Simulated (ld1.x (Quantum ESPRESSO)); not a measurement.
## Building the ultrasoft potential for Dy (LDA (PZ), fully relativistic).

* Element: dysprosium (Dy)
* Generator: ld1.x (Quantum ESPRESSO) 7.5
* Type: ultrasoft
* Functional: LDA (PZ)
* Relativity: fully relativistic
* Frozen core: [Kr] 4d10 4f9
* Valence charge: 11
* Reference configuration: 5s2 5p6 5d0 6s0 6p0 (charge +3)
* Partial waves: 5s (bound): rcut 1.60, rcutus 2.10 bohr; 6s (bound, empty): rcut 1.60, rcutus 2.10 bohr; 5p (bound): rcut 1.85, rcutus 2.00 bohr; 6p (bound, empty): rcut 1.85, rcutus 2.00 bohr; 5d (bound, empty): rcut 1.70, rcutus 2.30 bohr; 5d channel at -1.5 Ry: rcut 1.70, rcutus 2.30 bohr
* Local potential: all-electron potential smoothed inside 1.80 bohr (lloc = -2)
* Core correction: a·sin(br)/r model core inside 1.75 bohr
* Augmentation charge: built from norm-conserving waves at rcut, not smoothed further

Open shells are filled in proportion to 2j + 1 (rel_dist='average').

Poles of the logarithmic derivatives, all-electron (AE) and pseudo (PS). s: poles at -5.6, 2.6 (AE) and -7.0, -5.6, 4.6 (PS) Ry. p1/2: poles at -4.0, 3.9 (AE) and -4.0, -2.7 (PS) Ry. p3/2: poles at -3.5, 4.5 (AE) and -3.4 (PS) Ry. d3/2: poles at -0.8 (AE) and -0.8 (PS) Ry. d5/2: poles at -0.7 (AE) and -0.7, 1.2 (PS) Ry. Test radius 2.50 bohr.

- Largest excitation error: -3149 meV (all-electron minus pseudo) for 5s2 5p5 5d1 6s2 6p0, out of 7 test configurations
- Lowest eigenvalue of the overlap operator: -0.16 (p3/2 channel); it is negative, so in a basis up to 400 Ry S is not positive definite and the file is unfit for use

A Bessel basis up to 400 Ry misses an occupied level by 1.68 Ry, so cutoffs and ghosts were not judged. Its overlap operator is not positive definite in a basis up to 400 Ry (lowest eigenvalue p3/2 -0.16), so the file is unfit for use: the generalised eigenproblem breaks down once the basis is large enough, and its test numbers describe a broken file.
